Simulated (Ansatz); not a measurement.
Geometry optimisation, Ansatz, RKS B3LYP/def2-SVP.

input.yaml

```yaml
crystal:
  periodic: [false, false, false]
  atoms:
    - { symbol: Ga, position_ang: [-0.1629, -2.0023, 0.1165] }
    - { symbol: F, position_ang: [1.7877, -1.2464, -0.259] }
    - { symbol: H, position_ang: [-0.6687, -2.6473, -1.1817] }
    - { symbol: H, position_ang: [-0.2886, -2.4108, 1.5923] }
    - { symbol: H, position_ang: [1.028, -0.3126, -0.2136] }
    - { symbol: O, position_ang: [-0.1318, 0.185, -0.0544] }
    - { symbol: Si, position_ang: [-0.3502, 1.7965, -0.0085] }
    - { symbol: H, position_ang: [0.4925, 2.311, 1.0731] }
    - { symbol: H, position_ang: [0.0669, 2.3098, -1.3149] }
    - { symbol: H, position_ang: [-1.773, 2.0173, 0.2502] }
basis:
  gaussian: { orbitals: def2-SVP }
hamiltonian:
  xc: b3lyp
relax:
  f_tol: 0.15
  max_steps: 25
  restrain:
    - { distance: [0, 5], at: 3.18, k: 30.0 }
    - { distance: [4, 1], at: 2.18, k: 30.0 }
    - { distance: [0, 1], at: 1.79, k: 30.0 }
    - { distance: [4, 5], at: 0.97, k: 30.0 }
```

Command:

```bash
$ ansatz run input.yaml --threads 2 --pin off --max-ram 3072MiB --backend cpu --events-out ev --progress --plain --runs-dir out
```

Problem. Where does it end, and by what steps?

Solution. The forces met the threshold. The restraints hold the end off the free minimum. After 7 steps the energy has fallen by 0.410 eV (the restraints' own energy left out); Ga1 moved furthest, 0.73 Å. Joined: H5–O6 (1.27 → 0.97 Å).

```
step  energy less start (eV)  largest force component (eV/Å)  accepted
   0                  0.0000                           3.756       yes
   1                  0.2618                           6.675       yes
   2                  0.2867                           6.820       yes
   3                  0.3447                           5.416       yes
   4                 -0.1105                           2.487       yes
   5                 -0.3600                           1.042       yes
   6                 -0.4058                           0.442       yes
   7                 -0.4103                           0.309       yes
```

```xyz
10
Properties=species:S:1:pos:R:3
Ga 0.073 -2.690 0.125
F 1.629 -1.870 -0.194
H -0.657 -3.133 -1.179
H -0.209 -2.888 1.645
H 0.856 0.162 -0.240
O -0.055 0.470 -0.111
Si -0.332 2.118 -0.032
H 0.436 2.751 1.081
H 0.044 2.801 -1.305
H -1.786 2.279 0.210
```

The run took 45 s on 2 threads of Arm Neoverse N1, with other jobs on the host, peak memory 0.25 GiB.
